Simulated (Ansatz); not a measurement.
Ideal-gas functions of AlBH5Sb, SMILES `[BH2][AlH][SbH2]` at 600 K and 1 bar, from an Ansatz frequency run at PBE0-D4/def2-TZVP.

Molar mass 164.59 g/mol, point group C1 (symmetry number 1), electronic degeneracy 1, moments of inertia 36.708, 310.034, 336.988 u Å². Harmonic wavenumbers (cm⁻¹, unscaled): 75, 89, 213, 270, 337, 370, 416, 551, 561, 602, 828, 847, 1140, 1895, 1948, 1957, 2558, 2635.

Use S(trans) = R[1.5 ln M + 2.5 ln T − 1.1517]; rotational temperatures θ = 24.2544 K / I; S(rot) = R[ln(√π/σ · √(T³/θAθBθC)) + 1.5]; for each mode x = 1.438777 ν̃/T, S = R[x/(eˣ − 1) − ln(1 − e⁻ˣ)] and H = RT x/(eˣ − 1); 1 cm⁻¹ = 0.0119627 kJ/mol; R = 8.31446 J/(mol·K).

Q: By hand: the entropy, in J/(mol·K).

A: Translation 187.0. Rotation: θ = 0.6607, 0.0782, 0.072 K, giving 120.3. Vibration, mode by mode: 22.59, 21.17, 13.99, 12.07, 10.31, 9.58, 8.67, 6.58, 6.45, 5.95, 3.86, 3.72, 2.14, 0.49, 0.45, 0.44, 0.13, 0.11, in all 128.7. Electronic 0.0. Sum 436.0 J/(mol·K).

Q: By hand: H − E and G − E in kJ/mol, counted from the electronic energy.

A: Zero-point energy ½ × 17292 × 0.0119627 = 103.4; thermal vibration 37.5; translation, rotation and pV give 4 RT = 20.0. H − E = 160.9 kJ/mol, and G − E = 160.9 − 600 × 436.0/1000 = -100.7 kJ/mol.

Vibration gives 30 % of the entropy, 43.8 J/(mol·K) of it from the modes under 150 cm⁻¹: soft modes count most, and the harmonic formula is weakest for them. The sum counts one conformer and one mirror image; others add a mixing term.
